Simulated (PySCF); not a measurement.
## Telling isomers of C8H12 apart by NMR

[PySCF 2.14.0 with density-fitted response routines: PBE0/pcSseg-1 with gauge-including orbitals; structure optimised with PBE0-D3(BJ)/def2-SVP; one averaged value for each set of equivalent atoms; non-relativistic Hamiltonian; single conformer; no solvent]

δ = σ(ref) − σ, references computed at the same level: ¹H and ¹³C against TMS. Where no couplings were computed, multiplicities follow the n + 1 count of equivalent neighbours, and m marks all less simple cases (inequivalent or close neighbours, rings, F or P nearby). Shifts are as computed. Against solution values, carbons near 30 ppm lie about +2 ppm off and those near 130 ppm about +5 ppm. Of 1309 compounds with measured shifts, 239 miss one by over three times the rms of a fit or turn the order of signals round; such compounds aren't used in these exercises.

(1) Tabulate the signals of `C=C/C=C\C(=C)CC`, `CC#CCC1CCC1` and their relative energies.

(2) What is the quickest way to tell C=C/C=C\C(=C)CC from CC#CCC1CCC1?

## Answers

(1) 
```tsv
SMILES	carbon types	δC	δH	E rel. (kcal/mol)
C=C/C=C\C(=C)CC	1×C 3×CH 3×CH2 1×CH3	157.9, 141.8, 137.5, 135.4, 128.8, 127.5, 32.2, 16.2	7.09 (m, 1H), 5.92 (m, 1H), 5.89 (m, 1H), 5.48 (m, 1H), 5.46 (m, 1H), 5.30 (m, 1H), 5.22 (m, 1H), 2.37 (q, 2H), 1.12 (t, 3H)	0.0
CC#CCC1CCC1	2×C 1×CH 4×CH2 1×CH3	83.3, 81.2, 37.3, 30.2, 28.7, 19.6, 4.7	2.21 (m, 1H), 2.04 (d, 2H), 1.96 (m, 2H), 1.80 (s, 3H), 1.76 (m, 1H), 1.61 (m, 1H), 1.45 (m, 2H)	13.7
```

Energies are electronic energies at PBE0/pcSseg-1 on these geometries, without zero-point or thermal terms, each for the one conformer computed, which needn't be the lowest.

(2) Count the carbon signals: 8 against 7. The first has a fully substituted alkene carbon (C) at 157.9 ppm, the second an alkyne carbon (C) at 83.3 ppm. In the proton spectra the most deshielded non-exchanging signals are 7.09 (m, 1H) and 2.21 (m, 1H).
